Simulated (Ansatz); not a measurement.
F2HSb (`[F][SbH][F]`), relaxed with RKS PBE-D4/def2-SVP in the Gaussian-basis code of Ansatz from a rough embedded geometry. The force threshold is 0.03 eV/Å; the program also tests the step.

Charge 0, multiplicity 1. Sb takes the def2 core potential.

Start:

```xyz
4

F    -1.358    0.902   -0.483
Sb    0.604    0.563    0.021
F     0.134   -0.622    1.561
H     0.621   -0.842   -1.099
```

Task: By how much does the energy fall, and how many steps does the optimiser take? (Estimate.)

Result: Ansatz gave: 3.64 kcal/mol, in 4 steps.

Task: Which bonds change most? (Best estimate.)

Result: The calculation gave: F1–Sb2 from 2.054 to 1.954 Å; Sb2–F3 from 2.000 to 1.954 Å; Sb2–H4 from 1.797 to 1.758 Å.

Task: Give the relaxed structure. (Estimate.)

Result: Computed: 
```xyz
4

F    -1.323    0.918   -0.473
Sb    0.529    0.526    0.012
F     0.150   -0.609    1.557
H     0.645   -0.834   -1.096
```
